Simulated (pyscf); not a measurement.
Single points on ωB97X-D3(BJ)/def2-SVP structures (PySCF, gas phase). Correlated levels are frozen-core, on RHF or UHF. ΔMP2 is the change of the MP2 total energy from the triple- to the quadruple-zeta basis.

Problem. How much does it cost (ΔH, 298 K, CCSD(T)/def2-TZVPP + ΔMP2(QZVPP)) to split H₂Al–O–SnH₃ at its O–Sn bond into •O–AlH₂ + SnH₃•?

Solution. O–Sn to •O–AlH₂ + SnH₃•: 4.28 eV. The radicals are drawn with the spin at the cut bond; how far it spreads was not checked. •O–AlH₂ lies 1.49 eV over its isomer [HO–AlH]•, and others may lie lower still (electronic energy, ωB97M-D3(BJ)). The CCSD(T) − MP2 part came from Ansatz, without density fitting, on the same reference. The frozen core leaves the outer d or s,p core shells of the metals and heavy elements correlated in the MP2 and CC values, and def2-TZVPP describes them poorly, which can shift differences by a few kcal/mol. Elements past Kr carry the def2 core potentials, without spin-orbit coupling.
